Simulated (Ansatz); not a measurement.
Abridged output of a molecular run in Ansatz:

```
Functional definition: HF
  name "HF"
  cite "Fock, Z. Phys. 61, 126 (1930) doi:10.1007/BF01340294"
  parent pbe
  exchange = exact_x
  correlation = 0
1419 factors; integrals over basis functions are off by at most 8.2e-4 eV
mean field evaluation 1: about -18256.3805 eV, gradient 3.7e1 eV
mean field evaluation 2: about -18256.7099 eV, gradient 3.7e1 eV
mean field evaluation 4: about -18260.0163 eV, gradient 4.1e0 eV
mean field evaluation 8: about -18260.0926 eV, gradient 3.4e-1 eV
mean field evaluation 16: about -18260.0933 eV, gradient 1.3e-6 eV
mean field -18260.09326425 eV, -671.0460503255 hartree, gradient 1.3e-6 eV, S^2 0.000000; 0 other end points of the search recorded, 0 dependent functions left out
11 core orbitals not correlated: weight in the atoms' cores, before any rotation towards them, 1.000 or more for the frozen orbitals, at most 0.000 for the correlated occupied ones
reference -18260.09326425 eV, -671.0460503255 hartree; 17, 17 occupied and 182, 182 virtual orbitals, 1419 factors
second order -26.87747585 eV of doubles, -0.00000000 eV of singles
cycle   1  -26.05110822 eV  change    8.3e-1 eV  update   1.2e-1
cycle   2  -26.73458913 eV  change   -6.8e-1 eV  update   3.6e-2
cycle   3  -26.87320810 eV  change   -1.4e-1 eV  update   1.9e-2
cycle   4  -26.84979145 eV  change    2.3e-2 eV  update   5.2e-3
cycle   5  -26.84624738 eV  change    3.5e-3 eV  update   2.6e-3
cycle   6  -26.84846059 eV  change   -2.2e-3 eV  update   8.7e-4
cycle   7  -26.84818563 eV  change    2.7e-4 eV  update   3.9e-4
cycle   8  -26.84787720 eV  change    3.1e-4 eV  update   1.2e-4
cycle   9  -26.84792464 eV  change   -4.7e-5 eV  update   5.1e-5
cycle  10  -26.84796629 eV  change   -4.2e-5 eV  update   1.9e-5
perturbative correction -0.94322767 eV, -0.0346629776 hartree
Total energy: -18287.88445822 eV, -672.0673578662 hartree
```

Its atoms:

```xyz
8

Te    2.555    0.083   -0.489
Si    0.269   -0.754   -0.108
C    -1.127    0.247    0.443
O    -0.997   -0.139   -0.982
H     2.013    1.649   -0.443
H     0.322   -2.223    0.059
H    -1.028    1.319    0.600
H    -2.007   -0.182    0.919
```

Question: Which basis set was used?
A. def2-QZVPP
B. def2-SVPD
C. def2-TZVPP
D. cc-pV(D+d)Z

Answer: C. It gives 210 functions.

Question: Write the keys of the input that set method, charge and spin (a neutral closed shell needs none for the last two).

Answer: 
```yaml
correlation: {method: ccsd_t}
```
